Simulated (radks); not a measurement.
Task: Valence configurations of Zn+ (all share [Ar]). Calculated with a radial shooting solver on a logarithmic mesh with Libxc functionals: scalar-relativistic Kohn-Sham, BLYP, spin-polarised, spherical densities, finite nucleus; open shells are filled with parallel spins first; Fermi nuclear charge, rms radius 3.9283 fm. Order these by energy: 3d10 4p1; 3d9.5 4s1.5; 3d10 4s1; 3d7.5 4s1 4p2.5; 3d8 4s1 4p2; 3d10 4s0.5 4p0.5; 3d9.5 4s1 4p0.5; 3d9 4s2; 3d9 4s1 4p1; 3d8.5 4s1.5 4p1.

Result: From the lowest, in eV above it: 3d10 4s1 0.000; 3d10 4s0.5 4p0.5 3.185; 3d9.5 4s1.5 3.427; 3d9.5 4s1 4p0.5 6.319; 3d10 4p1 6.406; 3d9 4s2 7.819; 3d9 4s1 4p1 13.951; 3d8.5 4s1.5 4p1 20.064; 3d8 4s1 4p2 33.526; 3d7.5 4s1 4p2.5 45.624. NIST lists [Ar] 3d10 4s1 as the ground configuration; this level of theory agrees among the configurations tried. The energies are those of spherical high-spin densities, not of single terms.
